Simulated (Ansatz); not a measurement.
Ansatz (an electronic-structure program) input (CCSD(T)/def2-SVP):

Ansatz 0.2 input:
```yaml
crystal:
  periodic: [false, false, false]
  atoms:
    - {symbol: As, position_ang: [0.00045192, -0.00002513, 0.03588445]}
    - {symbol: H, position_ang: [-0.85415354, -1.15899954, -0.38484631]}
    - {symbol: H, position_ang: [-0.58425653, 1.31537723, -0.38651254]}
    - {symbol: H, position_ang: [1.42349666, -0.15554841, -0.41282789]}
basis:
  gaussian:
    orbitals: def2-SVP
total_charge: 1
magnetization: {spin_polarized: true, initial_magnetization: 1}
correlation: {method: ccsd_t, electrons: outside_noble_gas}
```

Output:

```
Functional definition: HF
integrals: 0.02 GiB planned
469 factors; integrals over basis functions are off by at most 1.2e-3 eV
mean field: 0.10 GiB planned
mean field evaluation 1: about -60826.1251 eV, gradient 7.2e0 eV
mean field evaluation 2: about -60826.1255 eV, gradient 7.2e0 eV
mean field evaluation 4: about -60826.6184 eV, gradient 1.2e0 eV
mean field evaluation 8: about -60826.6294 eV, gradient 9.7e-3 eV
mean field evaluation 16: about -60826.6276 eV, gradient 2.6e-1 eV
mean field -60826.62937042 eV, -2235.3373995928 hartree, gradient 1.2e-6 eV, S^2 0.755246; 0 other end points of the search recorded, 0 dependent functions left out
14 core orbitals not correlated
reference -60826.62937042 eV, -2235.3373995928 hartree; 4, 3 occupied and 29, 30 virtual orbitals, 469 factors
second order -2.66196240 eV of doubles, -0.00000000 eV of singles
coupled cluster: 0.08 GiB planned
cycle   1  -3.15257198 eV  change   -4.9e-1 eV  update   5.0e-2
cycle   2  -3.33434010 eV  change   -1.8e-1 eV  update   1.8e-2
cycle   3  -3.34120207 eV  change   -6.9e-3 eV  update   4.3e-3
cycle   4  -3.34162405 eV  change   -4.2e-4 eV  update   1.3e-3
cycle   5  -3.34141494 eV  change    2.1e-4 eV  update   5.7e-4
cycle   6  -3.34148600 eV  change   -7.1e-5 eV  update   1.9e-4
cycle   7  -3.34155424 eV  change   -6.8e-5 eV  update   5.3e-5
cycle   8  -3.34154020 eV  change    1.4e-5 eV  update   1.5e-5
cycle   9  -3.34153864 eV  change    1.6e-6 eV  update   4.5e-6
perturbative correction -0.06948217 eV, -0.0025534226 hartree
Total energy: -60830.04039123 eV, -2235.4627522952 hartree
```
